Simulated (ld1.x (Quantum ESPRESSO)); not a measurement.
# How hard is this Sn (Z = 50) TM potential?

* Element: Sn
* Generator: ld1.x (Quantum ESPRESSO) 7.5
* Type: norm-conserving Troullier–Martins (Kleinman–Bylander form)
* Functional: PBE
* Relativity: scalar-relativistic
* Frozen core: [Kr] 4d10
* Valence charge: 4
* Reference configuration: 5s2 5p1.75 (charge +0.25)
* Partial waves: 5s (bound): rc 2.15 bohr; 5p (bound): rc 2.40 bohr; 5d channel at 0.05 Ry: rc 2.00 bohr
* Local potential: the d channel
* Core correction: Bessel-smoothed model core inside 1.20 bohr

The pseudo-atom Hamiltonian at the reference potential is diagonalised in spherical Bessel functions j_l(qr) that vanish at 20 bohr, with q² up to the cutoff. All-electron valence levels (Ry): 5s -0.8997, 5p -0.3836.

Problem. How do the lowest levels (Ry) of each channel move with the cutoff, and are there ghosts?

Solution.

```tsv
cutoff (Ry)	s #1	s #2	s #3	p #1	p #2	p #3	d #1	d #2	f #1	f #2	Σ f·Δε (mRy)
8	-11.1720	-0.8841	-0.0925	-0.3783	-0.0246	0.0798	-0.0054	0.0759	0.0676	0.1789	40.5
10	-15.8758	-0.8902	-0.0937	-0.3809	-0.0249	0.0795	-0.0057	0.0754	0.0676	0.1789	23.8
15	-24.5991	-0.8913	-0.0939	-0.3840	-0.0251	0.0792	-0.0059	0.0752	0.0676	0.1788	17.5
18	-29.1193	-0.8947	-0.0942	-0.3863	-0.0252	0.0791	-0.0059	0.0752	0.0676	0.1788	14.9
21	-31.1444	-0.8969	-0.0944	-2.1214	-0.3824	-0.0251	-0.0060	0.0751	0.0676	0.1788	7.7
25	-32.5966	-0.8985	-0.0945	-5.9933	-0.3834	-0.0252	-0.0060	0.0749	0.0676	0.1788	2.8
35	-35.1625	-0.8996	-0.0945	-11.7569	-0.3836	-0.0252	-0.0062	0.0748	0.0676	0.1788	0.3
40	-35.9537	-0.8996	-0.0946	-13.1062	-0.3836	-0.0252	-0.0062	0.0748	0.0676	0.1788	0.3
400	-37.1306	-0.8998	-0.0962	-18.2589	-0.3836	-0.0252	-0.0066	0.0739	0.0676	0.1788	0.0
```

Result: ghost states, extra bound levels that the all-electron valence spectrum of the same l lacks: s at -505.2 eV, p at -248.4 eV (a true bound ghost makes a file unfit for plane-wave use); 10 mRy is reached at 21 Ry and 1 mRy at 30 Ry.

1 of 7 tests not solved or not reliable.
